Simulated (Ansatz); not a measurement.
Consider the formal exchange of groups at the Si–Si bond: `[SiH3][SiH]1CO1` + `BrC(Br)Br` → `Br[SiH]1CO1` + `[SiH3]C(Br)Br`.

Calculated with Ansatz (gas phase, PBE0-D4/def2-TZVP geometries, no zero-point term in ΔE). CCSD(T)/CBS is the MP2 limit (def2-TZVPP, def2-QZVPP) plus CCSD(T) − MP2 in def2-TZVPP, frozen cores. Functionals use def2-TZVPP. For Br outer-core shells are correlated without core-valence functions, which leaves a few kJ/mol of doubt a bond. Scalar relativity is left out up to krypton.

```
             level  ΔE (eV)
           PBE0-D4    -1.69
     HF/def2-TZVPP    -2.01
CCSD(T)/def2-TZVPP    -1.77
     MP2/CBS(def2)    -1.89
```

Question: What does CCSD(T)/CBS give? (Best estimate.)

Answer: The calculation gave: -1.81 eV. The listed levels differ from it by 0.12, -0.20, 0.04, -0.08 eV.

Largest T1 diagnostic among the species: 0.015.

From PBE to PBE0 (25 % exact exchange), in def2-TZVPP and without D4, ΔE moves by −0.13 eV. In def2-TZVPP, CCSD(T) changes the Hartree–Fock value by +0.24 eV (the triples alone add +0.04 eV) and MP2 by +0.16 eV.
